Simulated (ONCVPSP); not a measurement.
Before and after: ONCV potential for Li

lithium (Li), optimised norm-conserving Vanderbilt (ONCV), made with ONCVPSP 4.0.1 (PBE, scalar-relativistic). Core [He], reference 2s0.5 2p0.5. Waves: 2s: rc 3.10 bohr, ncon 4, nbas 8, qcut 2.3 1/bohr, 3 projectors, debl 0.4 Ha; 2p: rc 4.00 bohr, ncon 5, nbas 9, qcut 1.7 1/bohr, 2 projectors, debl 0.9 Ha. Local part: polynomial inside 2.70 bohr (lpopt 5, dvloc0 0 Ha). Core correction: Teter function fitted to the true core (icmod 2), fcfact 0.45.

Change: core correction none.

Cutoffs: the cutoffs (Ha) at which the residual kinetic energy of the hardest occupied pseudo-wave falls to 1 and 0.1 mHa per electron; they do not see the model core or the augmentation charge, which bear on the density cutoff. Errors are all-electron minus pseudo energies relative to the spin-unpolarised reference configuration.

Q: How do hardness, ghosts and transferability respond?

A: The potential gets neither clearly harder nor softer (1.7 Ha and 11 Ha → 1.7 Ha and 11 Ha); of the 3 tests that both files solve, the error grows in 0 and shrinks in 2 by more than 15 % and 0.3 meV (median size 3.8 → 0.7 meV); neither file shows a bound ghost.

```csv
quantity,base,changed
"cutoff, loose",1.7 Ha,1.7 Ha
"cutoff, tight",11 Ha,11 Ha
bound ghosts,none,none
GHOST(+) flags under 300 eV,none,none
"error for 2s1 2p0, meV [ΔE -0.89 eV]",-3.2,-0.2
"error for 2s0.5 2p0, meV [ΔE 1.16 eV]",+4.9,+5.1
"error for 2s0 2p1, meV [ΔE 0.89 eV]",-3.8,+0.7
s: phases at 3.14 bohr within 0.05 rad from the reference energy up to (Ha; the scan ends near 5),3.0,3.0
p: phases at 4.07 bohr within 0.05 rad from the reference energy up to (Ha; the scan ends near 5),1.6,1.6
```

Base: The cutoffs count occupied waves only; projector 2 of the p channel, the hardest unoccupied one, needs 11 Ha at the loose tolerance. Changed file: The cutoffs count occupied waves only; projector 2 of the p channel, the hardest unoccupied one, needs 11 Ha at the loose tolerance.
